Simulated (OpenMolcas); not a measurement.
# Zn: from RASSCF to RASPT2

* Program: OpenMolcas 26.06
* Basis: ANO-RCC-VDZ [5s4p2d]
* Scalar Hamiltonian: DKH3, point nucleus
* Active space: 2 electrons in 9 orbitals (RAS2 4s 4p; RAS3 4d, at most 2 electrons)
* State averaging: 2S+1 = 3 even, 3 roots (0 in the spin-orbit step); 2S+1 = 1 even, 1 root; 2S+1 = 3 odd, 3 roots; 2S+1 = 1 odd, 3 roots (0 in the spin-orbit step)
* Spin-orbit coupling: RASSI with atomic mean-field integrals over the reference wave functions, term energies averaged over their components

Methods on the same reference wave functions:
A. RASSCF
B. SS-RASPT2, IPEA 0.25 Eh, imaginary shift 0.1 Eh (closed shells correlated: 3d)

Energies in eV above 4s² ¹S₀, the measured ground level; measured values from NIST Handbook of Basic Atomic Spectroscopic Data.

```
     Level       A       B  Measured
   4s² ¹S₀  0.0000  0.0000    0.0000
4s 4p ³P°₀  3.5477   3.676    4.0061
4s 4p ³P°₁  3.5674   3.696    4.0297
4s 4p ³P°₂  3.6066   3.735    4.0779
```

Deviations, from unrounded energies. A percentage is the sum of absolute deviations over the sum of measured energies, with the sign that they share, or ± where signs differ.

```json
{"Against measurement": "mean absolute deviation (cm-1)", "Levels": "3", "A": "3700", "B": "2700"}
{"Against measurement": "other configurations (%)", "Levels": "3", "A": "-11.5", "B": "-8.3"}
```

B lies closest to measurement on these levels. The largest miss of B in the table is 4s 4p ³P°₂, by -2800 cm-1. The ranking rests on the paired levels alone, and a cruder setting can come out closer through cancelling errors.

The lowest spin-free term lies below A's lowest term by 0.248 hartree in B.

Some high roots are left out of the spin-orbit mixing, which shifts the levels that they would mix with. Active for correlation alone: 4d; no level in the range computed is led by a configuration that fills it, so any true level of that kind is missing. Without dynamic correlation excited terms often stand tens of per cent too high (terms of higher spin than the ground term too low), and those without a measured partner can miss by more than the paired ones (holds for A). Computed and measured levels are paired by configuration, term and J; levels that our copy of the source lacks, or whose pairing is in doubt (as where it misses far off the trend of its configuration), stay unpaired and out of the deviations. Only configurations of the active space appear.

° marks odd parity.
